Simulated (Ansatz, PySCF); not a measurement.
C2H8O2Si, SMILES CO[Si@@H](C)O. Atoms are numbered in the order given.

```xyz
13

C      1.3386    -0.8399     1.3712
O      1.2987    -0.1100     0.1658
Si    -0.1181     0.3570    -0.5772
C     -1.2541    -1.0821    -0.8826
O     -0.9874     1.4082     0.3839
H      0.7258    -0.3683     2.1624
H      0.9827    -1.8788     1.2354
H      2.3806    -0.8833     1.7252
H      0.3486     1.0176    -1.8267
H     -2.1382    -0.7676    -1.4596
H     -0.7443    -1.8806    -1.4447
H     -1.6146    -1.5063     0.0686
H     -0.5635     2.2534     0.5742
```

Geometry: r2SCAN-D4/def2-SVP. The structure was generated by enumeration; whether it is a known compound was not checked. The values are those of a single conformer.

Two levels are set side by side: PBE-D3(BJ)/def2-SVP (Ansatz, a first-principles code) and r2SCAN-D4/def2-SVP (Ansatz). Each level has its own optimised geometry; the coordinates shown are those of the second. Frequencies come from the Hessian of PySCF at each geometry. Differences are taken from unrounded values.

| quantity | r2SCAN-D4 | PBE-D3(BJ) | PBE-D3(BJ) minus r2SCAN-D4 |
|---|---|---|---|
| mean bond length (Å) | 1.306 | 1.316 | 0.009 |
| bond C1–O2 (Å) | 1.410 | 1.414 | 0.004 |
| bond O2–Si3 (Å) | 1.667 | 1.682 | 0.015 |
| bond Si3–C4 (Å) | 1.859 | 1.870 | 0.012 |
| bond Si3–O5 (Å) | 1.669 | 1.684 | 0.015 |
| bond C1–H6 (Å) | 1.106 | 1.114 | 0.008 |
| bond C1–H7 (Å) | 1.107 | 1.115 | 0.009 |
| bond C1–H8 (Å) | 1.101 | 1.110 | 0.009 |
| bond Si3–H9 (Å) | 1.488 | 1.500 | 0.012 |
| bond C4–H10 (Å) | 1.102 | 1.109 | 0.007 |
| bond C4–H11 (Å) | 1.102 | 1.109 | 0.007 |
| bond C4–H12 (Å) | 1.102 | 1.109 | 0.007 |
| bond O5–H13 (Å) | 0.965 | 0.973 | 0.009 |
| highest harmonic wavenumber (cm⁻¹) | 3879 | 3761 | -118 |
| mean harmonic wavenumber (cm⁻¹) | 1356 | 1321 | -35 |
| zero-point energy (kcal/mol) | 63.96 | 62.30 | -1.66 |
